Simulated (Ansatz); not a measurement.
The same path of CH$_{2}$F$_{3}$Si (7 atoms, charge 1, multiplicity 1) was run twice with different band settings. The coordinate that changes most is the dihedral F3–C2–Si5–H7.

These are results of RKS BHLYP/def2-mTZVP (Ansatz 0.2.0), not measurements.

Relaxed end points:

```xyz
7
Properties=species:S:1:pos:R:3
F 0.156 -0.694 1.662
C 0.374 -0.666 0.368
F -0.106 -1.760 -0.190
F 1.669 -0.575 0.134
Si -0.493 0.865 -0.453
H -1.241 1.805 0.374
H -0.360 1.026 -1.896
```

```xyz
7
Properties=species:S:1:pos:R:3
F 0.873 -0.346 1.497
C 0.358 -0.694 0.331
F -0.513 -1.661 0.500
F 1.318 -1.093 -0.479
Si -0.483 0.880 -0.434
H -1.923 0.894 -0.666
H 0.369 2.020 -0.749
```

Common settings: spring 5.0 eV/Å²; optimiser quadratic models (default); start path IDPP; force threshold 0.05 eV/Å; iteration limit 60; end points relaxed.

| run | movable images | climbing image |
| --- | --- | --- |
| 1 | 5 | yes |
| 2 | 2 | no |

Q: What does each run give, and how far can it be trusted?

A: Run 1: converged after 6 iterations, highest image 0.000 eV above the first end. The highest image is an end point: on this band no image between the ends rises above it.
Run 2: converged after 6 iterations, highest image 0.000 eV above the first end. The highest image is an end point: on this band no image between the ends rises above it. So few images can step over the top or miss a turn of the path.
Limits of this set-up: the dipole of an ion depends on the origin.
